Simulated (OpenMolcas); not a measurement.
# Nb2+: from CASSCF to CASPT2

```yaml
Program: OpenMolcas 26.06
Basis: ANO-R3 [8s6p6d3f2g1h]
Scalar_Hamiltonian: X2C, finite nucleus
Active_space: 3 electrons in 5 orbitals (4d)
State_averaging: 2S+1 = 4 even, 10 roots; 2S+1 = 2 even, 40 roots (35 in the spin-orbit step)
Spin-orbit_coupling: RASSI with atomic mean-field integrals over the reference wave functions, term energies averaged over their components
```

Methods on the same reference wave functions:
A. CASSCF
B. SS-CASPT2, IPEA 0.25 Eh, imaginary shift 0.1 Eh (closed shells correlated: 4s 4p)

Energies in cm-1 above 4d3 4F 3/2, the measured ground level; measured values from the list in Shadmi, J. Res. Natl. Bur. Stand. 70A, 435 (1966).

```
      Level      A      B  Measured
 4d3 4F 3/2    0.0    0.0       0.0
 4d3 4F 5/2    503    517       516
 4d3 4F 7/2   1164   1182      1177
 4d3 4F 9/2   1948   1949      1939
 4d3 4P 1/2  11323   9240      8664
 4d3 4P 3/2  11430   9260      8608
 4d3 2G 7/2  12123   9260      9236
 4d3 4P 5/2  12144  10100      9594
 4d3 2G 9/2  12674   9790      9804
 4d3 2P 1/2  15790  12370          
 4d3 2H 9/2  15976  12720     12916
4d3 2H 11/2  16320  13020     13264
 4d3 2D 5/2  17804  13540     13094
 4d3 2F 7/2  26468  20700     19861
 4d3 2F 5/2  26773  21000     19975
```

Deviations, from unrounded energies. A percentage is the sum of absolute deviations over the sum of measured energies, with the sign that they share, or ± where signs differ.

```json
{"Against measurement": "mean absolute deviation (cm-1)", "Levels": "13", "A": "2900", "B": "350"}
{"Against measurement": "fine structure of the ground term (%)", "Levels": "3", "A": "±1.0", "B": "+0.5"}
{"Against measurement": "other terms of the ground configuration (%)", "Levels": "10", "A": "+30.4", "B": "±3.6"}
```

B lies closest to measurement on these levels. The largest miss of B in the table is 4d3 2F 5/2, by +1000 cm-1. The ranking rests on the paired levels alone, and a cruder setting can come out closer through cancelling errors.

From A to B the spin-free energies of the other terms of 4d3 shown, above 4F, scale by factors of 0.73 to 0.81, as is usual when dynamic correlation screens the repulsion within a d or f shell.

The lowest spin-free term lies below A's lowest term by 0.325 hartree in B.

CASPT2 breaks the degeneracy within a term, and the mean is taken; among the terms shown or strongly mixed into the levels shown the widest spread is 700 cm-1 (4d3 2H, B). Some high roots are left out of the spin-orbit mixing, which shifts the levels that they would mix with. Levels of configurations with an s electron are missing; early in the row they begin among the upper levels of the d shell and mix with terms of their name. Without dynamic correlation excited terms often stand tens of per cent too high (terms of higher spin than the ground term too low), and those without a measured partner can miss by more than the paired ones (holds for A). The CASPT2 spread within a term exceeds the gap to the next term for 4d3 2P and 4d3 2H, 4d3 2H and 4d3 2D, so the order of their levels is uncertain (holds for B). Measured partners are found by configuration, term and J. A level has none where our copy of the source lacks it or the pairing is in doubt (some pairs that miss far off the trend of their configuration count as doubtful), and it then counts in no deviation. Levels of configurations outside the active space are missing. The table leaves out levels that lie high or whose names do not pair safely across all columns.
